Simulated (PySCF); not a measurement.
# [Ni(H2O)6]2+: what the settings change

[Ni(H2O)6]2+ holds Ni(II), d8, at total charge +2. The structure is a PBE0-D3(BJ)/def2-SVP, IEF-PCM water geometry optimised for multiplicity 3; coordination octahedral, point group C1, metal–donor distances 2.05 Å.

```
19

Ni    0.0000    0.0000    0.0000
O     2.0504    0.0467   -0.0418
H     2.4386    0.8404    0.3548
H     2.5281   -0.6987    0.3499
O    -2.0516   -0.0386    0.0361
H    -2.5232    0.7414   -0.2903
H    -2.4588   -0.7958   -0.4093
O     0.0425    2.0515    0.0560
H    -0.3452    2.4313    0.8581
H    -0.3567    2.5345   -0.6820
O    -0.0429   -2.0511   -0.0531
H     0.3665   -2.5300    0.6820
H     0.3458   -2.4274   -0.8565
O    -0.0440    0.0568    2.0530
H     0.7186   -0.3042    2.5280
H    -0.8193   -0.3704    2.4460
O     0.0341   -0.0524   -2.0536
H     0.7816    0.4094   -2.4606
H    -0.7532    0.2717   -2.5143
```

Method (PySCF 2.14, density fitting): CASSCF(8,5) with orbitals averaged over all microstates of the shell, strongly contracted NEVPT2 on the averaged canonical orbitals; basis x2c-TZVPall on the metal, x2c-SVPall elsewhere; spin-free X2C; IEF-PCM water; spin-orbit coupling by state interaction with the mean-field operator over all roots.

Base run: NEVPT2 ground state 3A2g-like, next 3T2g-like at 9514, then 3T2g-like at 9520 cm⁻¹, 10Dq(CASSCF) 7262, B(CASSCF) 1279, ζ 651 cm⁻¹, D -1.28 cm⁻¹, g 2.240 2.242 2.249, μeff(300 K) 3.25 μB.

What happens with the basis x2c-TZVPall on all atoms?

NEVPT2 ground state 3A2g-like, next 3T2g-like at 9343, then 3T2g-like at 9361 cm⁻¹, 10Dq(CASSCF) 7201, B(CASSCF) 1279, ζ 651 cm⁻¹, D -1.06 cm⁻¹, g 2.244 2.246 2.252, μeff(300 K) 3.25 μB. It took 54 s against 21 s on a shared host of the same kind.

What happens with orbitals averaged over the highest spin alone?

NEVPT2 ground state 3A2g-like, next 3T2g-like at 9356, then 3T2g-like at 9362 cm⁻¹, 10Dq(CASSCF) 7256, B(CASSCF) 1283, ζ 653 cm⁻¹, D -1.31 cm⁻¹, g 2.245 2.247 2.254, μeff(300 K) 3.25 μB.

What happens with the basis x2c-TZVPall on all atoms?

NEVPT2 ground state 3A2g-like, next 3T2g-like at 9181, then 3T2g-like at 9340 cm⁻¹, 10Dq(CASSCF) 7148, B(CASSCF) 1279, ζ 651 cm⁻¹, D -1.57 cm⁻¹, g 2.245 2.248 2.256, μeff(300 K) 3.25 μB.

What happens with orbitals averaged over the highest spin alone?

NEVPT2 ground state 3A2g-like, next 3T2g-like at 9188, then 3T2g-like at 9344 cm⁻¹, 10Dq(CASSCF) 7202, B(CASSCF) 1283, ζ 653 cm⁻¹, D -1.80 cm⁻¹, g 2.245 2.248 2.259, μeff(300 K) 3.26 μB.

NEVPT2 lifts 3T2g-like from 7358 to 9514 cm⁻¹; on the d shell alone it tends to overshoot states that fill the eg-type orbitals.
